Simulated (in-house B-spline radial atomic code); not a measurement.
Results of a calculation; reference values are marked as such.
**Two electrons in Si: a parabolic dot with ħω = 63.1 meV in all three directions with a doubly ionised double donor at its centre**

For Si the NSM archive of the Ioffe Institute lists m_l = 0.98 m0, m_t = 0.19 m0 and ε = 11.7; the model takes one isotropic valley with the conductivity mass 3/(1/m_l + 2/m_t) = 0.26 m0, and so misses anisotropy and the other valleys. All triplets below are those of one valley; with several valleys two electrons can form a triplet in the 1s orbital itself, at an energy set by the valley splitting. Real donors also feel a central-cell potential, which shifts the ground state; some double donors stay shallow and helium-like, others are deep centres that this model can't describe.

Effective-mass model with parabolic bands, a uniform dielectric constant, no image charges, no central-cell or spin-orbit terms. Two-electron levels come from full CI in B-splines with partial waves to l = 5 (up to 0.001 effective hartree above the limit).

(1) What are the effective units, and what is the potential in them?

In these units the lowest s and p orbitals lie at -1.5650 and 1.2221, and their Coulomb and exchange integrals are J_ss = 1.4803, J_sp = 0.9387 and K_sp = 0.1318. Full CI gives -1.7626 for the ground singlet, 0.4389 for the sp triplet, 0.6500 for the sp singlet and 1.1193 for the lowest triplet of two s orbitals.

(2) What does it cost to add the second electron, to first order and exactly?

(3) How far above the singlet do the triplets lie?

Answers

(1) Ha* = 27211.386 meV × 0.26/11.7² = 51.68 meV and a* = 0.0529177 nm × 11.7/0.26 = 2.381 nm. The frequency is ω = 1.22 Ha*, with −2/r added.

(2) To first order E = 2ε_s + J_ss = -1.6496, so the charging energy E(2) − 2E(1) is J_ss = 76.51 meV. CI gives -1.7626 − 2 × (-1.5650) = 1.3674, or 70.67 meV: relaxation and correlation lower it by 5.836 meV, 7.6 % of J_ss. The s² configuration of one-electron orbitals holds 97.7 % of the state, and the mean radius is 1.64 nm.

(3) To first order the sp triplet lies at ε_s + ε_p + J_sp − K_sp = 0.4641, which is 109.2 meV above 2ε_s + J_ss. CI gives 0.4389 − (-1.7626) = 2.2015, or 113.8 meV, 79 % of the orbital spacing of 144 meV. The ss triplet lies 148.9 meV up, so the lower of the two is the sp one, and its gap equals k_BT at 1320 K. The sp singlet-triplet splitting is 10.91 meV, against 2K_sp = 13.62 meV.
